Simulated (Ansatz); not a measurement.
Isomers of C₂H₁₀AlBSi, relaxed with PBE0-D4/def2-TZVP in Ansatz; electronic energies, one conformer each and not always the lowest. Functionals use def2-TZVPP; CBS adds triple-zeta CCSD(T) − MP2 to the MP2 limit of def2-TZVPP and def2-QZVPP.

Order them by energy at frozen-core CCSD(T)/CBS, lowest first. (An estimate is asked.)
A. `C[SiH2][B](C)[AlH2]`
B. `[CH3][Al]([CH3])[BH][SiH3]`
C. `B[C](C)([AlH2])[SiH3]`

C (0.0 kcal/mol), B (10.3 kcal/mol), A (12.4 kcal/mol).

How do B2PLYP, B3LYP-D4, HF/CBS(def2), MP2/CBS(def2) place them (kcal/mol, against `B[C](C)([AlH2])[SiH3]`)? (Estimate.)

The calculation gave: 
```
                      isomer  B2PLYP  B3LYP-D4  HF/CBS(def2)  MP2/CBS(def2)
`[CH3][Al]([CH3])[BH][SiH3]`     8.2       8.8           4.1           14.1
       `C[SiH2][B](C)[AlH2]`    10.7      10.0           6.0           16.1
```

B3LYP here is the variant with VWN-RPA as its local correlation; programs differ in this.
